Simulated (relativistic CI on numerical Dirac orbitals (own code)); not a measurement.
## Mo4+: L-alpha,beta X-ray emission

Computed with this model: Dirac-Coulomb-Breit CI, KLI orbitals optimised for each configuration, a model potential for QED, valence Slater integrals scaled by 0.8, multiplet model of X-ray emission after core ionisation; configurations [Kr] 4d2 → [He] 2s2 2p5 3s2 3p6 3d10 4s2 4p6 4d2 → [Ar] 3d9 4s2 4p6 4d2; 300 K; Lorentzian 1.4 eV and Gaussian 0.6 eV FWHM. Energies are those of the free ion, without screening or charge transfer. S is read from ⟨S²⟩ = S(S + 1).

free ion: ground-state S = 0.99, centroid 2329.51 eV. Peaks (eV, height): 2295.2 (100), 2397.0 (47).

Strongest unbroadened transitions for free ion:

| Energy (eV) | Relative strength |
| --- | --- |
| 2292.00 | 8.7 |
| 2294.84 | 26.7 |
| 2294.89 | 9.3 |
| 2295.09 | 100.0 |
| 2295.19 | 21.2 |
| 2295.20 | 9.7 |
| 2295.27 | 15.8 |
| 2295.28 | 17.6 |
| 2295.33 | 32.2 |
| 2295.35 | 19.8 |
| 2295.46 | 20.6 |
| 2396.43 | 9.0 |
| 2396.66 | 16.5 |
| 2396.85 | 13.3 |
| 2397.06 | 70.6 |
| 2397.24 | 9.0 |
| 2397.42 | 11.4 |
| 2397.75 | 16.0 |
